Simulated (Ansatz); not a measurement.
Molecule: C2H7GeO2, charge 1, multiplicity 1. It need not be the lowest isomer of its formula. 
Coordinates optimised at B3LYP-D3(BJ)/def2-TZVP (Ansatz, a program for electronic structure):
```xyz
12

C      2.8957     0.2162    -0.3928
C      1.5765     0.0377     0.2591
O      1.2439    -0.1665     1.3639
O      0.4437     0.1414    -0.6998
Ge    -1.4274    -0.0671    -0.0399
H      2.9542     1.1997    -0.8644
H      3.0445    -0.5469    -1.1600
H      3.6694     0.1279     0.3653
H      0.6626     0.3102    -1.6307
H     -2.0913     0.1284    -1.3975
H     -1.5149     1.0865     0.9443
H     -1.3820    -1.4823     0.5095
```
Charge +1, spin multiplicity 1.

Total electronic energies in hartree. Correlated levels leave the core frozen unless marked. Spin-orbit coupling is left out. Frozen are the shells of the preceding noble gas and the d and f shells that filled before the atom's block. Non-relativistic. Basis-set limits of correlation are two-point, X^-3; Hartree-Fock from the larger set. [CCSD(T)-MP2]/basis is that difference in the basis named.

```
level                                                     program  energy (Eh)
-------------------------------------------------  --------------  -----------
RI-HF/cc-pVTZ                                              Ansatz  -2304.79649
BLYP/def2-TZVPD                                            Ansatz  -2307.70284
BHLYP/def2-TZVPD                                           Ansatz  -2307.56286
CAM-B3LYP-D3(BJ)/def2-TZVPD                        Ansatz + dftd3  -2307.74305
LC-wPBE-D4/def2-TZVPD                              Ansatz + dftd4   (withheld)
wB97X-V/def2-TZVPD                                         Ansatz  -2307.44666
B2GP-PLYP/def2-TZVPD                                       Ansatz  -2306.93106
B2PLYP-D4/def2-TZVPD                               Ansatz + dftd4  -2307.12802
MP2/cc-pVTZ                                                Ansatz  -2305.71075
SCS-MP2/6-31G                                              Ansatz  -2304.69525
CCSD/STO-3G                                                Ansatz  -2278.48314
CCSD(T)/6-31G*                                             Ansatz  -2305.11726
RI-MP2/CBS(cc-pVTZ,cc-pVQZ)+[CCSD(T)-MP2]/cc-pVDZ          Ansatz   -2305.9126
RI-MP2/CBS(cc-pVTZ,cc-pVQZ)+[CCSD(T)-MP2]/cc-pVQZ          Ansatz   -2305.9107
CCSD(T)/CBS(cc-pVTZ,cc-pVQZ)                               Ansatz   -2305.9072
```

Problem. What belongs in the gaps?

Solution. 
- LC-wPBE-D4/def2-TZVPD, energy (Eh): -2307.30558
